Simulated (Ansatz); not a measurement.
## Ligand exchange: C3H7Br + CuNH2 → C3H9N + CuBr

Species: C3H7Br (2-bromopropane) `CC(C)Br`, singlet; CuNH2 `[NH2][Cu]`, singlet; C3H9N (isopropylamine) `CC(C)N`, singlet; CuBr (copper(i) bromide), singlet. The partners trade Br for NH2: C–Br and Cu–NH2 bonds give way to C–NH2 and Cu–Br.

Shapes, held fixed at every level: PBE0-D4/def2-TZVP. Flexible molecules stand in one conformer, not always the lowest. Programs: Ansatz 0.2.0. The zero-point and thermal change to 298 K, harmonic and unscaled (PBE0-D4/def2-TZVP), is +7.9 kJ/mol.

Task: Estimate ΔH(298 K) of this reaction.

Result: wB97X-V/def2-TZVPP gives ΔH(298 K) = -149.3 kJ/mol; the levels span -167.3 to -111.1. The median of the levels is -143.4. No measured value is set beside it here. Relativity is left out for Br unless named.

| level | kind | ΔH(298 K) (kJ/mol) |
| --- | --- | --- |
| SPW92/def2-TZVPP | LDA | -115.8 |
| PBE-D4/def2-TZVPP | GGA | -111.1 |
| r2SCAN-D4/def2-TZVPP | meta-GGA | -124.2 |
| BHLYP-D4/def2-TZVPP | global hybrid | -167.3 |
| PBE0-D4/def2-TZVPP | global hybrid | -143.4 |
| r2SCAN0-D4/def2-TZVPP | global hybrid | -151.8 |
| wB97X-V/def2-TZVPP | range-separated hybrid | -149.3 |
